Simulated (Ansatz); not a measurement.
System: C$_{4}$H$_{12}$Sn (charge 0, singlet). 
Coordinates optimised at B3LYP-D3(BJ)/def2-TZVP (Ansatz, a first-principles code):
```
Sn
C 1 2.1656
H 2 1.0899 1 110.20
H 2 1.0899 3 108.74 1 120.88
H 2 1.0899 3 108.74 4 118.24
C 1 2.1656 2 109.47 3 60.00
H 6 1.0899 1 110.20 2 -60.00
H 6 1.0899 7 108.74 1 -120.88
H 6 1.0899 7 108.74 8 -118.24
C 1 2.1656 2 109.47 3 -60.00
H 10 1.0899 1 110.20 2 -60.00
H 10 1.0899 11 108.74 1 -120.88
H 10 1.0899 11 108.74 12 -118.24
C 1 2.1656 2 109.47 3 -180.00
H 14 1.0899 1 110.20 2 -180.00
H 14 1.0899 15 108.74 1 120.88
H 14 1.0899 15 108.74 16 118.24
```

Basis-set convergence of Hartree-Fock and MP2 correlation energies (hartree) with Ansatz. Correlated levels leave the core frozen unless marked. Spin-orbit coupling is left out. Frozen are the shells of the preceding noble gas and the d and f shells that filled before the atom's block. In def2 rows, elements after Kr have scalar-relativistic effective core potentials.

| basis | functions | E(HF) | E(corr, MP2) |
|---|---|---|---|
| def2-SVPD | 208 | -371.68475 | -0.71452 |
| def2-TZVPPD | 408 | -371.86827 | -0.83914 |
| def2-QZVPPD | 736 | -371.87735 | -0.88849 |

Extrapolating the two largest sets (X = 3 and 4) as X^-3: E(corr) = (64·(-0.88849) - 27·(-0.83914))/37 = -0.9245 Eh, an estimate of the basis-set limit. The largest set recovers 96.1 % of it, the smallest 77.3 %.
